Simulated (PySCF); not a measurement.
In(H)(Br)(Me) (CH4BrIn), SMILES [CH3][InH][Br].

Geometry: PBE0-D3(BJ)/def2-SVP. The structure was generated by enumeration; whether it is a known compound was not checked. The def2 effective core potentials stand for the cores of In; spin–orbit coupling is left out.

These are PBE0/def2-TZVPD (PySCF) values and carry that method's errors.

Isolated molecule, no solvent.

Computed frontier levels, gap, dipole moment and polarisability:
```
Quantity                                                                                                       Result
---------------------------------------------------------------------------------------------  ----------------------
highest occupied level                                                                                       -7.60 eV
lowest empty level                                                                                           -1.70 eV
orbital gap                                                                                                   5.90 eV
dipole moment                                                                                               0.714 e·Å
quadrupole, principal values (traceless, Buckingham form, about the centre of nuclear charge)  -3.20, -1.82, 5.02 D·Å
mean static polarisability                                                                      75.3 bohr³ (11.16 Å³)
polarisability, principal values                                                               56.2, 77.5, 92.2 bohr³
```
